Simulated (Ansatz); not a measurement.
System: AlOCl (charge 0, singlet). SMILES: [O]=[Al][Cl]
Coordinates optimised at B3LYP-D3(BJ)/def2-TZVP (Ansatz, a first-principles code):
```
Al
O 1 1.5967
Cl 1 2.0671 2 180.00
```
Charge 0, spin multiplicity 1.

Wanted: atomisation energy, in kcal/mol. Conventions: no dispersion term unless named; no spin-orbit coupling; atomisation electronic, to ground-state atoms; valence correlation only; UHF or UKS for open shells; non-relativistic; 6-31G* and kin with 6d, 5d where marked. CBS marks a two-point X^-3 extrapolation of the correlation energy; Hartree-Fock from the larger set. First-principles rows: single points at B3LYP-D3(BJ) geometries (Ansatz).

```csv
species,coefficient,"E at HF/6-31G* (Ansatz), Eh","E at PBE0/def2-TZVPD (Ansatz), Eh"
[O]=[Al][Cl],-1,-776.27829,-777.61187
Al atom,+1,-241.85698,-242.24900
Cl atom,+1,-459.44796,-459.99797
O atom,+1,-74.78393,-75.01925
```

Coupled cluster (Ansatz) is a level with limits of its own, used here on species with T1 under 0.025 (0.045 for open shells) and stable references: CCSD(T)/CBS(cc-pV(T+d)Z,cc-pV(Q+d)Z). Value to compare with, CCSD(T)/CBS(cc-pV(T+d)Z,cc-pV(Q+d)Z) (Ansatz): 227.2 kcal/mol. 1 Eh = 627.5095 kcal/mol.

Compute it at each level from the table, and compare with CCSD(T)/CBS(cc-pV(T+d)Z,cc-pV(Q+d)Z) (Ansatz).


- HF/6-31G*: the sum of coefficient times E is 0.18942 Eh, or 118.86 kcal/mol. Result: 118.9 kcal/mol. Its difference against CCSD(T)/CBS(cc-pV(T+d)Z,cc-pV(Q+d)Z) (Ansatz) is -108.3 kcal/mol.
- PBE0/def2-TZVPD: the sum of coefficient times E is 0.34565 Eh, or 216.90 kcal/mol. Result: 216.9 kcal/mol. Its difference against CCSD(T)/CBS(cc-pV(T+d)Z,cc-pV(Q+d)Z) (Ansatz) is -10.3 kcal/mol.
